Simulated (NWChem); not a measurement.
System meant: CH$_{6}$AuNS; SMILES C[S][Au]<-[NH3]

NWChem input:

```
start job
memory heap 200 mb stack 900 mb global 1100 mb
geometry units angstroms noautoz
  Au     0.047479    -0.395133     0.001110
  S      0.555389     1.815569     0.002077
  C     -1.060275     2.661093    -0.000411
  H     -1.651579     2.430220    -0.897966
  H     -0.846569     3.740631     0.000959
  H     -1.655149     2.428640     0.894359
  N     -0.326183    -2.513447     0.000995
  H     -0.752040    -2.824389     0.874650
  H      0.541768    -3.037625    -0.116761
  H     -0.950225    -2.787470    -0.758478
end
basis spherical
  Au library def2-svp
  S library def2-svp
  C library def2-svp
  H library def2-svp
  N library def2-svp
end
ecp
  Au library def2-ecp
end
dft
  odft
  mult 2
  xc xpbe96 cpbe96
  iterations 150
  mulliken
end
task dft energy
```

End of the output:

```
 ==============================================================================
                                 internuclear angles
 ------------------------------------------------------------------------------
        center 1       |       center 2       |       center 3       |  degrees
 ------------------------------------------------------------------------------
    2 S                |   1 Au               |   7 N                |   177.06
    1 Au               |   2 S                |   3 C                |   104.69
    2 S                |   3 C                |   4 H                |   112.35
    2 S                |   3 C                |   5 H                |   106.43
    2 S                |   3 C                |   6 H                |   112.35
    4 H                |   3 C                |   5 H                |   108.15
    4 H                |   3 C                |   6 H                |   109.21
    5 H                |   3 C                |   6 H                |   108.15
    1 Au               |   7 N                |   8 H                |   111.87
    1 Au               |   7 N                |   9 H                |   110.98
    1 Au               |   7 N                |  10 H                |   111.76
    8 H                |   7 N                |   9 H                |   107.29
    8 H                |   7 N                |  10 H                |   107.47
    9 H                |   7 N                |  10 H                |   107.23
 ------------------------------------------------------------------------------
                            number of included internuclear angles:         14
 ==============================================================================

 Summary of "ao basis" -> "" (spherical)
 ------------------------------------------------------------------------------
       Tag                 Description            Shells   Functions and Types
 ---------------- ------------------------------  ------  ---------------------
 Au                         def2-svp                12       32   6s3p2d1f
 S                          def2-svp                 8       18   4s3p1d
 C                          def2-svp                 6       14   3s2p1d
 H                          def2-svp                 3        5   2s1p
 N                          def2-svp                 6       14   3s2p1d

 Summary of "ao basis" -> "ao basis" (spherical)
 ------------------------------------------------------------------------------
       Tag                 Description            Shells   Functions and Types
 ---------------- ------------------------------  ------  ---------------------
 Au                         def2-svp                12       32   6s3p2d1f
 S                          def2-svp                 8       18   4s3p1d
 C                          def2-svp                 6       14   3s2p1d
 H                          def2-svp                 3        5   2s1p
 N                          def2-svp                 6       14   3s2p1d

  number of electrons :                   54
  multiplicity        :                    2
 ------------------------------------------------------------------------
  no. of electrons and multiplicity not compatible                  54
 ------------------------------------------------------------------------
 ------------------------------------------------------------------------
  current input line :
    32: task dft energy
 ------------------------------------------------------------------------
 ------------------------------------------------------------------------
 There is an error in the input file
 ------------------------------------------------------------------------
 For more information see the NWChem manual at https://nwchemgit.github.io

0: no. of electrons and multiplicity not compatible:Received an Error in Communication
```

Problem. What is wrong, and how is it mended?

Solution. The input was rejected before any calculation. Cause: the multiplicity doesn't fit the number of electrons (an even count wants an odd multiplicity, and the reverse). This input runs:
```
start job
memory heap 200 mb stack 900 mb global 1100 mb
geometry units angstroms noautoz
  Au     0.047479    -0.395133     0.001110
  S      0.555389     1.815569     0.002077
  C     -1.060275     2.661093    -0.000411
  H     -1.651579     2.430220    -0.897966
  H     -0.846569     3.740631     0.000959
  H     -1.655149     2.428640     0.894359
  N     -0.326183    -2.513447     0.000995
  H     -0.752040    -2.824389     0.874650
  H      0.541768    -3.037625    -0.116761
  H     -0.950225    -2.787470    -0.758478
end
basis spherical
  Au library def2-svp
  S library def2-svp
  C library def2-svp
  H library def2-svp
  N library def2-svp
end
ecp
  Au library def2-ecp
end
dft
  xc xpbe96 cpbe96
  iterations 150
  mulliken
end
task dft energy
```
It converges to -629.99272 Ha (PBE/def2-SVP with def2 effective core potentials on Au).
